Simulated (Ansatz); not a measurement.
Program: Ansatz. Geometries: PBE0-D4/def2-TZVP. ΔE: electronic, gas phase. CBS: MP2 limit from def2 TZ/QZ plus the TZ coupled-cluster correction, frozen cores. This one scheme is used for every species. DFT in def2-TZVPP. Each species was taken in one conformer, which may not be the lowest.

Reaction (ligand exchange at the Si–Cl bond): `Cl[SiH]1CCO1` + H₂S → `S[SiH]1CCO1` + HCl

| level | ΔE (kcal/mol) | difference from CCSD(T)/CBS |
| --- | --- | --- |
| PBE-D4 | 8.9 | -1.1 |
| r2SCAN-D4 | 10.1 | 0.1 |
| PBE0-D4 | 9.4 | -0.6 |
| ωB97X-V | 10.5 | 0.5 |
| B2PLYP | 10.7 | 0.7 |
| PBE | 9.3 | -0.7 |
| PBE0 | 9.7 | -0.3 |
| HF/def2-TZVPP | 12.6 | 2.6 |
| MP2/def2-TZVPP | 10.1 | 0.1 |
| CCSD/def2-TZVPP | 10.4 | 0.4 |
| CCSD(T)/def2-TZVPP | 9.9 | -0.1 |
| HF/def2-QZVPP | 12.8 | 2.8 |
| MP2/def2-QZVPP | 10.2 | 0.2 |
| HF/CBS(def2) | 12.8 | 2.8 |
| MP2/CBS(def2) | 10.2 | 0.2 |
| CCSD/CBS(def2) | 10.5 | 0.5 |
| CCSD(T)/CBS | 10.0 | 0 |

Largest T1 diagnostic among the species: 0.012.

In def2-TZVPP, CCSD(T) changes the Hartree–Fock value by −2.7 kcal/mol (the triples alone add −0.4 kcal/mol) and MP2 by −2.6 kcal/mol.
